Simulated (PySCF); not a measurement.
CaF: energy against distance

Set-up: PySCF, no relativity, basis sets Ca def2-SVPD, F def2-SVPD. Energies in eV from Ca + F in their ground configurations at the same level. State: ²Σ⁺ (doublet), unpaired electrons σ ↑.

```csv
R (Å),UHF-SCS-MP2,PBE,revPBE
1.688,-4.308,-5.073,-4.813
1.767,-4.969,-5.615,-5.375
1.845,-5.361,-5.912,-5.691
1.904,-5.523,-6.018,-5.810
1.963,-5.599,-6.048,-5.852
2.022,-5.610,-6.020,-5.835
2.100,-5.548,-5.917,-5.746
2.199,-5.387,-5.718,-5.563
2.316,-5.119,-5.421,-5.283
2.473,-4.706,-4.990,-4.870
```

Question: Put a parabola through the three lowest points of the UHF-SCS-MP2 curve and estimate Re, k and ωe (reduced mass 12.88 u; 1 eV/Å² = 0.16022 mdyn/Å; ωe = 1302.8·√(k/μ) cm⁻¹).

Answer: Through R = 1.963, 2.022, 2.1 Å the second-order coefficient is 7.16 eV/Å², so Re ≈ 2.006 Å, k ≈ 2.30 mdyn/Å and ωe ≈ 550 cm⁻¹. A polynomial fit of higher order to the unrounded UHF-SCS-MP2 energies gives Re = 2.003 Å, k = 2.53 mdyn/Å, ωe = 577 cm⁻¹; anharmonicity and rounding make the difference.

The higher-order fit for each curve: UHF-SCS-MP2: Re = 2.003 Å, ωe = 577 cm⁻¹, De = 5.61 eV; PBE: Re = 1.961 Å, ωe = 594 cm⁻¹, De = 6.05 eV; revPBE: Re = 1.973 Å, ωe = 582 cm⁻¹, De = 5.85 eV.

Correlated steps freeze 6 core orbitals. Correlated levels converge slowly with the basis: in double zeta they bind strong bonds too weakly, by up to about 1 eV, and carry superposition errors of some tenths. The state is the lowest determinant that a PBE0 search found; another state may lie lower at other levels.
